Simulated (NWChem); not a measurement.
# CH$_{9}$NSi$_{2}$; SMILES [SiH3]CN[SiH3]

```xyz
13

Si     0.1504    -2.1977    -0.1102
C     -0.6919    -0.5189     0.1610
N      0.2858     0.5355     0.3510
Si     0.0482     2.1849    -0.1312
H     -0.8613    -3.2993    -0.1608
H      1.0864    -2.4597     1.0289
H      0.9375    -2.1899    -1.3791
H     -1.2845    -0.3074    -0.7473
H     -1.4336    -0.5964     0.9833
H      0.9442     0.3595     1.1024
H     -1.0404     2.9170     0.6026
H     -0.3126     2.2188    -1.5821
H      1.3353     2.9022     0.1090
```
Atoms are numbered in this order, from 1.

Results from NWChem. Pople sets run with spherical d functions. Coordinates come from a PBE0/def2-SVP optimisation. No frequency run checked for a minimum. B3LYP is NWChem's, with the RPA form of VWN correlation.

For level HCTH/407/6-31G*:

```yaml
highest occupied level (eV): -5.31
orbital gap (eV): 5.10
```

**Question.** Estimate the same quantities for level B3LYP/6-31G*.

**Answer.** The highest occupied level (eV) comes out as -6.25 and the orbital gap (eV) is 6.77.
